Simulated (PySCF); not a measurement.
Vertical excitations of a molecule C2H4NO, multiplicity 2 from TDA-B3LYP/def2-SVPD run with PySCF, as energy in eV (oscillator strength): 1.13 (0.001), 2.07 (0.006), 4.67 (0.012), 5.24 (0.003), 5.61 (0.003), 5.73 (0.005), 6.15 (0.009), 6.28 (0.090), 6.57 (0.003), 6.74 (0.015). Geometry optimised at B3LYP-D3(BJ)/def2-SVP. The values are those of a single conformer.

Task: Which structure fits?
A) C[N]C=O
B) [CH2]C(N)=O
C) CC([NH])=O

Result: A, C[N]C=O
